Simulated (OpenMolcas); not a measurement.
## Sn: effect of the level shift or regulariser

```yaml
Program: OpenMolcas
Basis: ANO-RCC-VTZP [7s6p4d2f1g]
Scalar_Hamiltonian: DKH2, point nucleus
Active_space: 2 electrons in 3 orbitals (5p)
State_averaging: 2S+1 = 3 even, 3 roots; 2S+1 = 1 even, 6 roots
Spin-orbit_coupling: state interaction with AMFI integrals over the reference wave functions, term energies averaged over their components
```

Methods on the same reference wave functions:
A. CASSCF
B. SS-CASPT2, IPEA 0.25 Eh, imaginary shift 0.1 Eh (closed shells correlated: 4d 5s)
C. SS-CASPT2, IPEA 0.25 Eh, real shift 0.2 Eh (closed shells correlated: 4d 5s)
D. SS-CASPT2, IPEA 0.25 Eh, sigma2 regulariser 0.3 Eh (closed shells correlated: 4d 5s)

Energies in cm-1 above 5s2 5p2 3P0, the measured ground level; measured values from NIST Handbook of Basic Atomic Spectroscopic Data.

```tsv
Level	A	B	C	D	Measured
5s2 5p2 3P0	0.0	0.0	0.0	0.0	0.0
5s2 5p2 3P1	1346	1429	1426	1429	1692
5s2 5p2 3P2	3045	3050	3050	3050	3428
5s2 5p2 1D2	10242	8780	8830	8780	8613
5s2 5p2 1S0	21507	17590	17740	17600	17162
```

Deviations, from unrounded energies. A percentage is the sum of absolute deviations over the sum of measured energies, with the sign that they share, or ± where signs differ.

```json
{"Against measurement": "mean absolute deviation (cm-1)", "Levels": "4", "A": "1700", "B": "310", "C": "360", "D": "310"}
{"Against measurement": "fine structure of the ground term (%)", "Levels": "2", "A": "-14.2", "B": "-12.5", "C": "-12.6", "D": "-12.5"}
{"Against measurement": "other terms of the ground configuration (%)", "Levels": "2", "A": "+23.2", "B": "+2.3", "C": "+3.1", "D": "+2.3"}
```

B, D lie about equally close to measurement and A furthest from it. The largest miss of B in the table is 5s2 5p2 1S0, by +430 cm-1. The ranking rests on the paired levels alone, and a cruder setting can come out closer through cancelling errors.

Among B to D the level of the table that moves most is 5s2 5p2 1S0, by 150 cm-1 (lowest in B, highest in C). Moves below CASPT2's spread within the term are not significant.

The mean deviations of B to D differ by less than CASPT2's widest spread within a term (79 cm-1), so their order carries little weight.

From A to B the spin-free energies of the other terms of 5s2 5p2 shown, above 3P, scale by factors of 0.78 to 0.79.

The lowest spin-free term lies below A's lowest term by 0.472 hartree in B, 0.471 hartree in C, 0.472 hartree in D.

CASPT2 does not keep the components of a term degenerate, so their means are used; among the terms shown or strongly mixed into the levels shown the widest spread is 79 cm-1 (5s2 5p2 1D, D). With the s shell closed, the reference lacks s² → p² mixing. Measured partners are found by configuration, term and J. A level has none where our copy of the source lacks it or the pairing is in doubt (some pairs that miss far off the trend of their configuration count as doubtful), and it then counts in no deviation. Only configurations of the active space appear.
